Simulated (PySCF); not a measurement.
AlBH2NO, AlB2H2O (calculated)

All values are calculated (PySCF 2.14.0). Calculation on a computer-drawn molecule: optimised geometry and harmonic frequencies of an isolated molecule of the commonest isotopes, restricted reference for singlets and unrestricted otherwise, frozen core in MP2.

Common to all runs: method HF; basis cc-pV(D+d)Z.

(1) AlBH2NO

Start structure:
```xyz
6
AlBH2NO
O      1.3629     0.3527     1.0418
B      0.9006     1.4444     0.5846
N      0.3695     2.4791     0.0411
Al    -0.3435     3.8029    -0.7579
H      1.6669    -0.3004     1.6643
H     -0.9185     5.0810    -1.4509
```

It was run with charge 1 and multiplicity 1.

Results for AlBH2NO: rotational constants 829.4, 2.331, 2.324 GHz; total energy -396.9417 hartree; convergence status largest gradient component 2.776e-05 hartree/bohr.

Drawn bonds:
```csv
atom,other atom,order
1,2,1
2,3,2
3,4,1
1,5,1
4,6,1
```

Optimised structure:
```xyz
6
AlBH2NO
O      1.0807     0.2138     1.1209
B      0.7400     1.3277     0.5780
N      0.3439     2.4155     0.0221
Al    -0.2573     3.7794    -0.7190
H      1.9318     0.0784     1.5218
H     -0.8010     5.0449    -1.4007
```

Modes:
```csv
frequency (cm⁻¹),reduced mass (dalton)
115.1,5.46
115.6,3.48
459.8,1.31
462.8,1.184
484.4,2.821
534.1,10.17
669.1,11.13
912.7,1.389
1335,11.16
2081,10.69
2184,1.054
4105,1.068
```

(2) AlB2H2O

Start structure:
```xyz
6
AlB2H2O
B      2.4852    -1.7840    -1.2537
Al     0.6628    -2.4069    -0.7382
B     -1.3215    -3.1110    -0.0950
O     -2.2965    -3.2802     0.5025
H      3.2488    -2.6206    -1.3516
H      2.4607    -0.8353    -1.9573
```

It was run with charge 0 and multiplicity 2.

Results for AlB2H2O: rotational constants 23.06, 2.37, 2.189 GHz; total energy -367.3094 hartree; spin squared 0.7929; convergence status largest gradient component 2.056e-05 hartree/bohr.

Drawn bonds:
```csv
atom,other atom,order
1,2,1
2,3,1
3,4,2
1,5,1
1,6,1
```

Optimised structure:
```xyz
6
AlB2H2O
B      2.2738    -1.8891    -1.3348
Al     0.3842    -2.8309    -1.6051
B     -1.1192    -2.9820    -0.0811
O     -1.9760    -3.0846     0.7373
H      3.2392    -2.5195    -0.9971
H      2.4375    -0.7319    -1.6125
```

Modes:
```csv
frequency (cm⁻¹),reduced mass (dalton)
100.1,4.822
195.3,1.153
303.9,5.512
340.1,9.896
419.6,10.28
504.5,1.215
587.1,6.615
874,1.351
1209,1.135
2103,12.47
2660,1.051
2744,1.123
```
